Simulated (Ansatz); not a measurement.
Isolated molecules relaxed with PBE0-D4/def2-TZVP in Ansatz; ΔE leaves out vibrations. CCSD(T)/CBS is the MP2 limit (def2-TZVPP, def2-QZVPP) plus CCSD(T) − MP2 in def2-TZVPP, frozen cores. Functionals use def2-TZVPP. HSE06 is defined as in plane-wave codes. def2 core potentials past Kr. For In, Se outer-core shells are correlated without core-valence functions, which leaves a few kJ/mol of doubt a bond. Scalar relativity is left out up to krypton. Each species was taken in one conformer, which may not be the lowest.

Consider the redistribution: `C#[C][InH][NH2]` + `OC[SeH]` → `[NH2][InH][OH]` + `C#CC[SeH]`.

**Question.** Is it downhill or uphill in electronic energy at CCSD(T)/CBS, and by how much? (An estimate is asked.)

**Answer.** The calculation gave: Downhill: ΔE = -62.8 kJ/mol.

**Question.** What do these levels give: BLYP-D4, PBE0-D4, r2SCANh-D4, HSE06-D4, CAM-B3LYP-D4, B2PLYP, r2SCAN, PBE0, LC-ωPBE, HF/def2-TZVPP, SCS-MP2/def2-QZVPP, MP2/CBS(def2)? (Estimate.)

**Answer.** Ansatz gave: BLYP-D4 -66.1, PBE0-D4 -58.9, r2SCANh-D4 -60.4, HSE06-D4 -58.7, CAM-B3LYP-D4 -60.7, B2PLYP -61.8, r2SCAN -61.4, PBE0 -58.1, LC-ωPBE -60.3, HF/def2-TZVPP -48.2, SCS-MP2/def2-QZVPP -65.2, MP2/CBS(def2) -72.2 kJ/mol.

**Question.** What do rigid-rotor, harmonic-oscillator terms from PBE0-D4/def2-TZVP frequencies (298.15 K, 1 bar) make of the CCSD(T)/CBS value? (An estimate is asked.)

**Answer.** Ansatz gave: ΔZPE = -1.4 kJ/mol, ΔH = -65.6 kJ/mol, ΔS = -16 J/(mol·K), ΔG = -60.8 kJ/mol.

Largest T1 diagnostic among the species: 0.016.

From PBE to PBE0 (25 % exact exchange), in def2-TZVPP and without D4, ΔE moves by +3.6 kJ/mol. At CCSD(T), def2-SVP lies +13.5 kJ/mol from the extrapolated value and def2-TZVPP +9.4 kJ/mol. Leaving LDA and LC-ωPBE aside and taking each functional with its dispersion term where it has one, the values, not all of them listed here, spread over 10.3 kJ/mol, from BLYP-D4 to ωB97M-V.
